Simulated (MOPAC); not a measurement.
A run for MOPAC: AM1 on FHTe (SMILES F[TeH]), a point of a bond scan (R = 4.503 Å).

```
AM1 1SCF PRECISE CHARGE=0 THREADS=1
FHTe

Te     0.18518663 1    -0.06058026 1     0.20051425 1
H      3.22720651 1    -0.73245879 1    -3.05158553 1
F     -1.21572950 1     0.38439975 1    -1.04697488 1
```

It printed:

```
*******************************************************************************
 **                                                                           **
 **                              MOPAC v23.2.5                                **
 **                                                                           **
 *******************************************************************************
 ** MOPAC's Digital Object Identifier: https://doi.org/10.5281/zenodo.6511958 **
 **                                                                           **
 ** Please cite the open-source release paper for use of this MOPAC version:  **
 ** J. E. Moussa and J. J. P. Stewart (2026)                                  **
 ** MOPAC: An open-source semiempirical molecular orbital program             **
 ** J. Open Source Softw., 11(119), 8025, https://doi.org/10.21105/joss.08025 **
 *******************************************************************************

                              AM1 CALCULATION RESULTS

 *******************************************************************************
 *  AM1        - The AM1 Hamiltonian to be used
 *
 *
 *
 *                 CHARGE ON SYSTEM = 0
 *
 *
 *
 *  PRECISE    - TIGHTER CRITERIA TO BE USED
 *  1SCF       - DO 1 SCF AND THEN STOP
 *  THREADS=1  - MULTI-THREADING NOT USED
 *  T=         - A TIME OF 172800.0 SECONDS REQUESTED
 *  DUMP=N     - RESTART FILE WRITTEN EVERY 7200.0 SECONDS REQUESTED
 *******************************************************************************
AM1 1SCF PRECISE CHARGE=0 THREADS=1
 FHTe

   ATOM   CHEMICAL          X               Y               Z
  NUMBER   SYMBOL      (ANGSTROMS)     (ANGSTROMS)     (ANGSTROMS)

     1      Te          0.18518663  *  -0.06058026  *   0.20051425  *
     2       H          3.22720651  *  -0.73245879  *  -3.05158553  *
     3       F         -1.21572950  *   0.38439975  *  -1.04697488  *



          CARTESIAN COORDINATES

    NO.       ATOM           X           Y           Z

     1        Te          0.1852     -0.0606      0.2005
     2         H          3.2272     -0.7325     -3.0516
     3         F         -1.2157      0.3844     -1.0470

  H: (AM1): M.J.S. DEWAR ET AL, J. AM. CHEM. SOC. 107 3902-3909 (1985)
  F: (AM1): M.J.S. DEWAR AND E. G. ZOEBISCH, THEOCHEM, 180, 1 (1988).
 Te: (AM1): J. J. P. STEWART, J. MOL. MOD., 10, 155-164 (2004)

           Empirical Formula: H Te F  =     3 atoms



      MOLECULAR POINT GROUP   :   Cs


      RHF CALCULATION, NO. OF DOUBLY OCCUPIED LEVELS = 7



 ALL CONVERGERS ARE NOW FORCED ON
 SHIFT=10, PULAY ON, CAMP-KING ON
 AND ITERATION COUNTER RESET



 -------------------------------------------------------------------------------
 AM1 1SCF PRECISE CHARGE=0 THREADS=1
 FHTe



     1SCF WAS SPECIFIED, SO BFGS WAS NOT USED
     SCF FIELD WAS ACHIEVED


                              AM1 CALCULATION
                                                       MOPAC v23.2.5 Linux




          FINAL HEAT OF FORMATION =        118.98996 KCAL/MOL =     497.85400 KJ/MOL


          COSMO AREA              =        103.90 SQUARE ANGSTROMS
          COSMO VOLUME            =         79.98 CUBIC ANGSTROMS

          IONIZATION POTENTIAL    =          6.914356 EV
          HOMO LUMO ENERGIES (EV) =         -6.914 -3.764
          NO. OF FILLED LEVELS    =          7
          MOLECULAR WEIGHT        =        147.6063         POINT GROUP:  Cs

          MOLECULAR DIMENSIONS (Angstroms)

            Atom       Atom       Distance
            F     3    H     2     5.00055
           Te     1    H     2     1.73334
            H     2    F     3     0.00000


          SCF CALCULATIONS        =          1





   ATOM   CHEMICAL          X               Y               Z
  NUMBER   SYMBOL      (ANGSTROMS)     (ANGSTROMS)     (ANGSTROMS)

     1      Te          0.18518663  *  -0.06058026  *   0.20051425  *
     2       H          3.22720651  *  -0.73245879  *  -3.05158553  *
     3       F         -1.21572950  *   0.38439975  *  -1.04697488  *

                             CARTESIAN COORDINATES

   1   Te        0.185186630    -0.060580260     0.200514250
   2    H        3.227206510    -0.732458790    -3.051585530
   3    F       -1.215729500     0.384399750    -1.046974880


           Empirical Formula: H Te F  =     3 atoms



      MOLECULAR POINT GROUP   :   Cs


                  EIGENVALUES
 -46.31055 -22.01945 -14.01275 -13.87451 -13.10958  -7.04034  -6.91436  -3.76383
  -0.02184


              NET ATOMIC CHARGES AND DIPOLE CONTRIBUTIONS

  ATOM NO.   TYPE          CHARGE      No. of ELECS.   s-Pop       p-Pop
    1         Te           0.310881        5.6891     1.96958     3.71954
    2          H           0.058913        0.9411     0.94109
    3          F          -0.369794        7.3698     1.93294     5.43685
 DIPOLE           X         Y         Z       TOTAL
 POINT-CHG.     3.349    -0.980     1.296     3.722
 HYBRID        -0.816     0.266    -0.864     1.218
 SUM            2.533    -0.714     0.431     2.667


          ATOMIC ORBITAL ELECTRON POPULATIONS

     Atom    s        px        py        pz
    1 Te   1.96958   0.89338   1.90829   0.91788
    2  H   0.94109
    3  F   1.93294   1.71032   1.97204   1.75449

 **********************
 *                    *
 * JOB ENDED NORMALLY *
 *                    *
 **********************




 == MOPAC DONE ==
```

The run finished.

Cost: very roughly 0.05 core-seconds.
